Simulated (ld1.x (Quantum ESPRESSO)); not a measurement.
# How hard is this Re (Z = 75) TM potential?

ld1.x (Quantum ESPRESSO) 7.5 input, shortened:

```
&input
   title='Re', zed=75., rel=1, dft='WC', iswitch=3,
   config='[Xe] 4f14 5d4 6s0 6p0'
 /
 &inputp
   pseudotype=2, tm=.true., lloc=0,
   nlcc=.true., rcore=1.76
 /
3
6P  2  1   0.00   0.00  2.55  2.55  0.0
5D  3  2   4.00   0.00  2.25  2.25  0.0
6S  1  0   0.00   0.00  1.85  1.85  0.0
 &test
   configts(1)='5d4 6s0 6p0'
 /
```

The pseudo-atom Hamiltonian at the reference potential is diagonalised in spherical Bessel functions j_l(qr) that vanish at 20 bohr, with q² up to the cutoff. All-electron valence levels (Ry): 6p -1.5654, 5d -2.4324, 6s -2.1558.

Problem. How do the lowest levels (Ry) of each channel move with the cutoff, and are there ghosts?

Solution.

```tsv
cutoff (Ry)	p #1	p #2	d #1	s #1	f #1	Σ f·Δε (mRy)
8	-1.5595	-0.7366	-1.7839	-2.0432	-0.6775	2594.1
10	-1.5598	-0.7368	-1.9291	-2.0504	-0.6776	2013.4
12	-1.5612	-0.7369	-2.0745	-2.0710	-0.6782	1431.7
15	-1.5639	-0.7377	-2.2053	-2.0993	-0.6797	908.5
18	-1.5647	-0.7382	-2.3424	-2.1353	-0.6805	360.1
21	-1.5649	-0.7385	-2.3913	-2.1473	-0.6810	164.6
30	-1.5653	-0.7386	-2.4295	-2.1517	-0.6811	12.0
35	-1.5654	-0.7386	-2.4321	-2.1525	-0.6813	1.4
40	-1.5654	-0.7386	-2.4324	-2.1534	-0.6814	0.4
45	-1.5654	-0.7386	-2.4324	-2.1535	-0.6815	0.4
50	-1.5654	-0.7386	-2.4324	-2.1536	-0.6815	0.2
400	-1.5654	-0.7386	-2.4324	-2.1558	-0.6816	0.0
```

Result: no extra level below or beside the all-electron valence levels (p, d, s, f tested); 10 mRy is reached at 35 Ry and 1 mRy at 40 Ry.
